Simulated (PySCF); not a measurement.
Lowest empty level (eV) of eight silicon and germanium compounds: PBE beside PBE0, computed with PySCF for isolated molecules in the bases named; differences from unrounded values. The eight are the first of their class met in an unordered collection, after screening for sound electronic states; none was chosen by its value. Each molecule has one DFT geometry for both levels.

```
molecule                                                    basis   PBE0    PBE  difference
------------------------------------------------------  ---------  -----  -----  ----------
Si(Cl)(F)2(NHMe) (CH₄ClF₂NSi), SMILES CN[Si](F)(F)Cl    def2-TZVP   0.52  -0.41       -0.93
Si(CCH)(H)(Me)2 (C4H8Si), SMILES C[SiH](C)C#C           def2-TZVP   0.16  -0.78       -0.94
C2H5FOSi2, SMILES C1([Si@@H](F)[SiH2]C1)=O              def2-TZVP  -2.17  -3.14       -0.97
C2H4N2OSi, SMILES N1=CN=C[Si@@H]1O                      def2-TZVP  -2.57  -3.56       -0.99
C3H14Si3, SMILES C[C@H](C[SiH3])[SiH2][SiH3]            def2-TZVP   0.05  -0.78       -0.83
Ge(H)(Cl)2(Me) (CH4Cl2Ge), SMILES [Cl][GeH]([Cl])[CH3]  def2-TZVP  -0.39  -1.39       -1.00
C₃H₈N₂Si, SMILES C#CC[SiH](N)N                          def2-TZVP   0.90   0.05       -0.86
C3H9FOSi, SMILES COC[Si@H](C)F                          def2-TZVP   0.89  -0.04       -0.93
```

PBE lies below PBE0 in 8 and above it in 0 of the eight; the mean signed difference is -0.93 and the largest -1.00 eV.
